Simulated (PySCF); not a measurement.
Point groups of optimised structures. Method: CAM-B3LYP/def2-SVPD in PySCF (dipole) on a GFN2-xTB geometry, gas phase. The symmetry is that of the one conformer found, every atom within 0.08 Å of its image; none is proved a minimum here.

`[SiH3:1][C@H:2]1[CH:3]=[CH:4][P@H:5](=[S:6])[CH:7]=[CH:8]1` with Si1–C2–C3–C4 90°, C3–C4–P5–S6 142°, C4–P5–C7–C8 -15°, Si1–C2–C8–C7 -89°: symmetry, top, dipole?

Cs; near-prolate asymmetric top; symmetry number 1; 2 operations, which sort the 17 atoms into 12 sets; dipole 6.38 D, in the ac plane, which is the mirror.

What symmetry has `ClC1=C2SC=NC2=CC=C1`?

Cs; asymmetric top; symmetry number 1; 2 operations, which sort the 14 atoms into 14 sets; dipole 0.39 D, in the ab plane, which is the mirror; A, B, C = 1477, 1063, 618.1 MHz.

Point group, rotor type and polarity of `[O:1]=[C:2]1[CH:3]=[C:4]([SiH2:5][F:6])[CH2:7]1` with C3–C4–Si5–F6 180°?

Cs; near-prolate asymmetric top; symmetry number 1; 2 operations, which sort the 12 atoms into 10 sets; dipole 3.25 D, in the ab plane, which is the mirror; heavy atoms equivalent by symmetry: none.
